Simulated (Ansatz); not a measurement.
Ideal-gas functions of `[NH]1P[O][Zn]1` at 600 K and 1 bar, from an Ansatz frequency run at PBE0-D4/def2-TZVP.

Molar mass 128.39 g/mol, point group C1 (symmetry number 1), electronic degeneracy 1, moments of inertia 53.483, 156.698, 203.48 u Å². Harmonic wavenumbers (cm⁻¹, unscaled): 274, 277, 385, 411, 546, 788, 867, 903, 960, 1008, 2172, 3584.

Use S(trans) = R[1.5 ln M + 2.5 ln T − 1.1517]; rotational temperatures θ = 24.2544 K / I; S(rot) = R[ln(√π/σ · √(T³/θAθBθC)) + 1.5]; for each mode x = 1.438777 ν̃/T, S = R[x/(eˣ − 1) − ln(1 − e⁻ˣ)] and H = RT x/(eˣ − 1); 1 cm⁻¹ = 0.0119627 kJ/mol; R = 8.31446 J/(mol·K).

Problem. By hand: the entropy, in J/(mol·K).

Solution. Translation 183.9. Rotation: θ = 0.4535, 0.1548, 0.1192 K, giving 116.9. Vibration, mode by mode: 11.95, 11.87, 9.27, 8.76, 6.64, 4.16, 3.58, 3.35, 3.00, 2.74, 0.28, 0.01, in all 65.6. Electronic 0.0. Sum 366.4 J/(mol·K).

Problem. By hand: H − E and G − E in kJ/mol, counted from the electronic energy.

Solution. Zero-point energy ½ × 12175 × 0.0119627 = 72.8; thermal vibration 22.6; translation, rotation and pV give 4 RT = 20.0. H − E = 115.4 kJ/mol, and G − E = 115.4 − 600 × 366.4/1000 = -104.4 kJ/mol.

Vibration gives 18 % of the entropy. The sum counts one conformer and one mirror image; others add a mixing term.
